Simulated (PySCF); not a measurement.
C₂H₃AlClF, SMILES [CH]([Al]([Cl])[F])=C. Atoms are numbered in the order given.

```xyz
8

Al     0.5188    -0.1589     0.0000
F      1.9592    -1.0115     0.0000
Cl    -1.2670    -1.2783     0.0000
C      0.4521     1.7713     0.0000
C     -0.7363     2.4167     0.0000
H      1.3740     2.3826     0.0000
H     -0.8112     3.5198     0.0000
H     -1.6969     1.8708     0.0000
```

Geometry: PBE-D3(BJ)/def2-SVP. The structure was generated by enumeration; whether it is a known compound was not checked. Other conformers were not sampled.

Two levels are set side by side: PBE/pcSseg-1 (PySCF) and PBE0/pcSseg-1 (PySCF). GIAO shifts against CFCl3 (¹⁹F), HCl (³⁵Cl), TMS (¹H), TMS (¹³C) at the same level; non-relativistic, no solvent, atoms listed together averaged. Without spin–orbit terms, shifts of atoms bonded to Cl or Br come out too high at both levels. Differences are taken from unrounded values.

| quantity | PBE0 | PBE | PBE minus PBE0 |
|---|---|---|---|
| δ(¹⁹F) of F2 (ppm) | -148.7 | -155.6 | -6.8 |
| δ(³⁵Cl) of Cl3 (ppm) | -26.3 | -8.7 | 17.6 |
| δ(¹³C) of C4 (ppm) | 140.8 | 140.3 | -0.5 |
| δ(¹³C) of C5 (ppm) | 166.4 | 163.9 | -2.5 |
| δ(¹H) of H6 (ppm) | 6.62 | 6.57 | -0.05 |

Rough cost on one machine, each run with all the roots and properties that it gave: PBE0 against PBE within a factor of 2.
